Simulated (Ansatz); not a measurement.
All values below come from frozen-core CCSD(T)/cc-pVTZ // CAM-B3LYP-D3(BJ)/def2-TZVP (Ansatz, a first-principles code). The restricted HF reference is unstable towards unrestricted orbitals.

Ansatz 0.2 input:
```yaml
crystal:
  periodic: [false, false, false]
  atoms:
    - { symbol: B, position_ang: [0.803933, 0.017193, 0.224557] }
    - { symbol: B, position_ang: [-0.633651, -0.76696, 0.430161] }
    - { symbol: O, position_ang: [-1.617503, -0.018374, -0.172248] }
    - { symbol: B, position_ang: [-0.524343, 0.790656, -0.376498] }
    - { symbol: H, position_ang: [1.971566, -0.022516, 0.306082] }
basis:
  gaussian: { orbitals: cc-pVTZ }
correlation:
  method: ccsd_t
```

Output:

```
Functional definition: HF
803 factors; integrals over basis functions are off by at most 1.7e-3 eV
mean field evaluation 1: about -4060.8566 eV, gradient 3.6e1 eV
mean field evaluation 2: about -4060.8613 eV, gradient 3.6e1 eV
mean field evaluation 4: about -4063.9681 eV, gradient 4.1e0 eV
mean field evaluation 8: about -4064.0577 eV, gradient 6.2e-1 eV
mean field evaluation 16: about -4065.3062 eV, gradient 9.4e-2 eV
mean field evaluation 32: about -4063.9635 eV, gradient 4.1e0 eV
mean field evaluation 64: about -4065.3068 eV, gradient 8.9e-2 eV
mean field evaluation 96: about -4063.0361 eV, gradient 1.7e1 eV
mean field evaluation 128: about -4065.3085 eV, gradient 2.2e-1 eV
mean field evaluation 160: about -4065.3058 eV, gradient 5.3e-2 eV
mean field evaluation 192: about -4065.3119 eV, gradient 9.8e-2 eV
mean field evaluation 224: about -4065.3056 eV, gradient 6.4e-2 eV
mean field -4065.33231299 eV, -149.3982069212 hartree, gradient 1.3e-6 eV, S^2 0.000000; 6 other end points of the search recorded, 0 dependent functions left out; unrestricted orbitals would lower it
mean field evaluation 256: about -4060.8566 eV, gradient 2.6e1 eV
mean field evaluation 288: about -4066.9613 eV, gradient 4.2e-2 eV
mean field evaluation 320: about -4064.0488 eV, gradient 4.8e-1 eV
mean field evaluation 352: about -4065.4867 eV, gradient 1.1e0 eV
determinant -4065.33231299 eV, -149.3982069212 hartree, with singles and doubles -4079.93766214 eV, -149.9349436024 hartree
determinant -4064.02954654 eV, -149.3503311372 hartree, with singles and doubles -4078.51805879 eV, -149.8827741416 hartree
unrestricted determinant -4066.96135140 eV, -149.4580729784 hartree, S^2 1.2391
4 core orbitals not correlated
reference -4065.33231299 eV, -149.3982069212 hartree; 8, 8 occupied and 122, 122 virtual orbitals, 803 factors
second order -13.91202766 eV of doubles, -0.00000000 eV of singles
cycle   1  -14.37785678 eV  change    -1.0e0 eV  update   3.2e-2
cycle   2  -14.42566783 eV  change   -4.8e-2 eV  update   1.7e-2
cycle   3  -14.41962626 eV  change    6.0e-3 eV  update   1.5e-2
cycle   4  -14.42232972 eV  change   -2.7e-3 eV  update   1.5e-2
cycle   5  -14.42279334 eV  change   -4.6e-4 eV  update   1.5e-2
cycle   6  -14.41153669 eV  change    1.1e-2 eV  update   1.5e-2
cycle   7  -14.37311384 eV  change    3.8e-2 eV  update   1.5e-2
cycle   8  -14.38849674 eV  change   -1.5e-2 eV  update   2.0e-2
cycle   9  -14.23722685 eV  change    1.5e-1 eV  update   1.4e-2
cycle  10  -14.30700798 eV  change   -7.0e-2 eV  update   1.3e-1
cycle  11  -14.38594855 eV  change   -7.9e-2 eV  update   6.0e-2
cycle  12  -14.36727266 eV  change    1.9e-2 eV  update   2.4e-2
cycle  13  -14.36465220 eV  change    2.6e-3 eV  update   4.8e-3
cycle  14  -14.36480864 eV  change   -1.6e-4 eV  update   3.5e-3
cycle  15  -14.36273874 eV  change    2.1e-3 eV  update   3.4e-3
cycle  16  -14.36101496 eV  change    1.7e-3 eV  update   1.4e-3
cycle  17  -14.36137579 eV  change   -3.6e-4 eV  update   1.3e-4
cycle  18  -14.36117408 eV  change    2.0e-4 eV  update   2.0e-4
cycle  19  -14.36117072 eV  change    3.4e-6 eV  update   3.0e-5
cycle  20  -14.36116981 eV  change    9.1e-7 eV  update   5.1e-6
perturbative correction -0.84665603 eV, -0.0311140353 hartree
Total energy: -4080.54013883 eV, -149.9570842127 hartree
```

Cost: roughly 60 core-seconds.
